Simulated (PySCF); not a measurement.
Compound: acenaphthene, C₁₂H₁₀.
SMILES with atom numbers: `[cH:1]1[cH:2][c:3]2[c:4]3[c:5]([cH:6][cH:7][cH:8][c:9]3[cH:10]1)[CH2:11][CH2:12]2` (hydrogens: H13 on C1; H14 on C2; H15 on C6; H16 on C7; H17 on C8; H18 on C10; H19, H20 on C11; H21, H22 on C12)

Computed with PySCF at PBE0/pcSseg-1, non-relativistic, on one gas-phase PBE0-D3(BJ)/def2-SVP geometry that isn't relaxed in the solvent. The solvent is an IEF-PCM continuum (cavity from Bondi-type radii × 1.2). The model holds no explicit solvent molecules, cavitation or dispersion.

Gas phase at PBE0/pcSseg-1: HOMO -6.00 eV, LUMO -1.02 eV, dipole 0.96 D.

Question: What does the continuum do to the energy, the frontier levels and the dipole at PBE0/pcSseg-1 in cyclohexane and acetone?

Answer: 
```
    solvent      ε  E(solvent) − E(gas) (kcal/mol)  polarisation term (kcal/mol)  distortion of the solute (kcal/mol)  HOMO (eV)  LUMO (eV)  dipole (D)
cyclohexane  2.017                           -1.60                         -1.69                                 0.09      -6.02      -1.04        1.14
    acetone  20.49                           -4.26                         -4.91                                 0.65      -6.10      -1.12        1.41
```

Polarisation term: ½ Σ q·V over the induced surface charges. Distortion: the rise of the solute's own energy as its density leaves the gas-phase optimum. From cyclohexane to acetone the lowering changes by a factor 2.66, Onsager's factor (ε − 1)/(2ε + 1) by 2.30 and ε itself by 10.2.

Question: Which Hirshfeld charges (PBE0/pcSseg-1) respond most in acetone (means over atoms taken as equivalent)?

Answer: 
```csv
atoms,environment,gas (e),solvent (e),change
C9,ring-fusion aromatic carbon,-0.004,-0.016,-0.012
C4,ring-fusion aromatic carbon,-0.014,-0.024,-0.010
C8/C10,aromatic CH carbon,-0.057,-0.065,-0.008
H14/H15,aromatic hydrogen,+0.048,+0.055,+0.007
H13/H16,aromatic hydrogen,+0.048,+0.055,+0.007
H17/H18,aromatic hydrogen,+0.048,+0.054,+0.006
C1/C7,aromatic CH carbon,-0.050,-0.056,-0.006
H19/H20/H21/H22,methylene hydrogen,+0.045,+0.051,+0.006
```
